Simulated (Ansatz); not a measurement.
A structure relaxed at r2SCAN-D4/def2-SVP in Ansatz, charge 0, singlet:

Cartesian coordinates in Å:
```
Ga 0.076 0.943 -1.353
Ga -0.581 -0.973 1.200
Se 1.798 1.928 -2.127
Se 0.524 -1.789 2.829
Se -1.817 -0.109 -0.549
```

Give its formula and point group.

Ga₂Se₃. Point group C2v (tolerance 0.1 Å).

Summarise the bond lengths by kind (pairs closer than 1.2 times the sum of covalent radii, bridged metal pairs left out).

4 × Ga–Se 2.13 to 2.31 Å.

Another isomer (singlet) lies 0.13 eV lower at PBE0-D4/def2-TZVP; other spin states weren't run for this one.
